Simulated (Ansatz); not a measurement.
A nudged elastic band was laid between two geometries of F2H5NSi + H3N (13 atoms, charge 0, multiplicity 1).

These are results of RKS PBE0-D4/def2-SVP in Ansatz 0.2.0, not measurements.

```json
{
  "movable images": "5",
  "climbing image": "yes",
  "spring": "5.0 eV/Å²",
  "optimiser": "quadratic models (default)",
  "start path": "through a guess of the saddle point",
  "force threshold": "0.05 eV/Å",
  "iteration limit": "60",
  "end points": "relaxed"
}
```

Initial state:

```xyz
13
Properties=species:S:1:pos:R:3
Si -0.868 -0.193 -0.433
H -0.247 1.117 -0.776
F -1.607 -0.988 -1.656
F -0.123 -1.151 0.675
H -2.079 0.179 0.368
H 0.656 1.815 1.657
N 0.219 1.363 2.459
H 0.900 -0.567 -2.560
N 0.910 -0.909 -1.599
H 0.332 0.360 2.312
H -0.781 1.540 2.367
H 0.890 -1.928 -1.639
H 1.797 -0.639 -1.175
```

Final state:

```xyz
13
Properties=species:S:1:pos:R:3
Si -0.974 -0.457 0.531
H 0.029 1.301 -2.358
F -1.240 -0.188 -1.074
F -0.735 -2.060 0.799
H -2.382 -0.339 1.021
H 1.439 0.124 -0.724
N -0.270 0.740 1.533
H 0.564 1.740 -2.680
N 1.058 -0.699 -0.257
H 0.687 1.062 1.561
H -0.871 1.237 2.178
H 0.963 -1.430 -0.962
H 1.732 -1.031 0.433
```

(1) What changes between the two ends?

(2) Give the energies along the band, and the barrier.

Results:

(1) Bonds broken: Si1–H2, H6–N7, H8–N9. Bonds formed: Si1–N7, H2–H8, H6–N9. F2H5NSi + H3N becomes F2H6N2Si + H2.

(2) It did not converge within its limit. The highest image is number 1 of 0 to 6, 0.7 kcal/mol above the first end and 11.8 kcal/mol above the last; the last end lies 11.1 kcal/mol below the first. The band didn't meet its force threshold, so its energies are provisional: the largest band force was still 0.08 eV/Å, and over the last iterations the top stayed at 0.03 eV. Neighbouring images lie up to 3.0 Å apart, so the band is torn or far too coarse. Inner images lie below an end point, which means an intermediate or an end that isn't the lowest structure nearby. The orbitals stay closed-shell, which can raise the energy where a bond breaks towards radicals; this wasn't checked here.

| image | path coordinate (Å) | energy (kcal/mol) | Si1–H2 (Å) | H6–N7 (Å) | H8–N9 (Å) |
| --- | --- | --- | --- | --- | --- |
| 0 | 0.00 | 0.0 | 1.49 | 1.02 | 1.02 |
| 1 | 1.45 | 0.7 | 1.49 | 1.02 | 1.02 |
| 2 | 4.50 | -4.2 | 1.51 | 1.02 | 1.02 |
| 3 | 7.54 | -12.7 | 3.57 | 1.02 | 2.38 |
| 4 | 10.59 | -10.4 | 4.40 | 1.02 | 3.29 |
| 5 | 13.63 | -10.2 | 4.43 | 2.62 | 3.49 |
| 6 | 16.68 | -11.1 | 3.53 | 2.90 | 3.47 |

The run took 15 min on 2 threads of Arm Neoverse V1, with other jobs on the host, peak memory 0.27 GiB.
